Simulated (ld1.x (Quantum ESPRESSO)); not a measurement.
Rh, TM: configuration errors across variants

- Element: rhodium (Rh)
- Generator: ld1.x (Quantum ESPRESSO) 7.5
- Type: norm-conserving Troullier–Martins (Kleinman–Bylander form)
- Functional: LDA (PZ)
- Relativity: fully relativistic
- Frozen core: [Ar] 3d10
- Valence charge: 17
- Reference configuration: 4s2 4p6 4d7 5s0 5p0 (charge +2)
- Partial waves: 4s (bound): rc 0.90 bohr; 4p (bound): rc 0.95 bohr; 4d (bound): rc 1.55 bohr
- Local potential: all-electron potential smoothed inside 1.10 bohr (lloc = -1)
- Core correction: none

Open shells are filled in proportion to 2j + 1 (rel_dist='average').

All-electron excitation energies from the reference (eV): (1) 4s2 4p6 4d8 5s1 5p0 -27.560; (2) 4s2 4p6 4d8 5s0 5p0 -19.767; (3) 4s2 4p6 4d6 5s0 5p0 32.732; (4) 4s2 4p6 4d5 5s0 5p0 79.877; (5) 4s2 4p6 4d7 5s1 5p0 -16.216; (6) 4s2 4p6 4d8 5s0.5 5p0 -24.481; (7) 4s2 4p6 4d7 5s1 5p1 -20.944.

Errors AE − PS in meV (a dash: test not solved or not reliable):

```tsv
change	(1)	(2)	(3)	(4)	(5)	(6)	(7)	bound ghosts
base	+709	+2.0	+4.8	+29	+1236	+413	+1088	not determined
wave 4p (bound): rc 0.95 bohr becomes 4p (bound): rc 0.64 bohr	+688	+1.3	+3.5	+22	+1169	+406	+1037	not determined
wave 4p (bound): rc 0.95 bohr becomes 4p (bound): rc 0.78 bohr	+688	+2.0	+5.0	+30	+1178	+405	+1057	not determined
wave 4p (bound): rc 0.95 bohr becomes 4p (bound): rc 1.06 bohr	+710	+2.0	+4.7	+28	+1241	+414	+1090	not determined
wave 4p (bound): rc 0.95 bohr becomes 4p (bound): rc 1.20 bohr	+708	+2.0	+4.9	+29	+1235	+413	+1090	not determined
wave 4p (bound): rc 0.95 bohr becomes 4p (bound): rc 1.38 bohr	+706	+2.1	+5.3	+32	+1227	+412	+1095	not determined
```

Problem. Give the same row for: wave 4p (bound): rc 0.95 bohr becomes 4p (bound): rc 0.92 bohr.

Solution. +707, +2.0, +4.8, +29, +1232, +413, +1086; bound ghosts: not determined.
